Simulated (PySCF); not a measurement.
# C₆ coefficients of unlike pairs at PBE

Calculated with PySCF 2.14 from the dipole response of each species, C₆(A,B) = (3/π) ∫ α_A(iu) α_B(iu) du, in atomic units, from isotropic polarisabilities. For ions this is the dispersion term alone; charge-induced terms of lower order in 1/R come first.

```
species           configuration                                                                                              basis      relativity  α (bohr³)  C₆ (like pair)
    Re⁺  [Xe] 4f14 5d5 6s1 (7S)  aug-cc-pVTZ-PP with one added diffuse shell each of s, p, d, f, g type with ECP60MDF (7s7p6d4f3g)  core potential      30.15           254.3
    C³⁺           [He] 2s1 (2S)                                                                           aug-cc-pVQZ (6s5p4d3f2g)            none      3.099           2.447
    Ne⁺       [He] 2s2 2p5 (2P)                                                                            aug-cc-pVDZ-DK (4s3p2d)   spin-free X2C      1.232           2.176
   Mo²⁺           [Kr] 4d4 (5D)                                                        aug-cc-pwCVTZ-PP with ECP28MDF (8s8p7d4f3g)  core potential      10.62           56.59
```

(1) Estimate C₆ for Ne⁺ with C³⁺.

No spin-orbit coupling is included.

The other pairs:

```json
{"pair": "Ne⁺, Re⁺", "C₆": "19.20"}
{"pair": "Mo²⁺, C³⁺", "C₆": "11.05"}
{"pair": "C³⁺, Re⁺", "C₆": "24.79"}
{"pair": "Mo²⁺, Re⁺", "C₆": "116.4"}
{"pair": "Mo²⁺, Ne⁺", "C₆": "10.23"}
```

Answers

(1) The integral gives 1.736. The combination rule 2 C_A C_B / (C_A α_B/α_A + C_B α_A/α_B) gives 1.652 and the geometric mean 2.307.
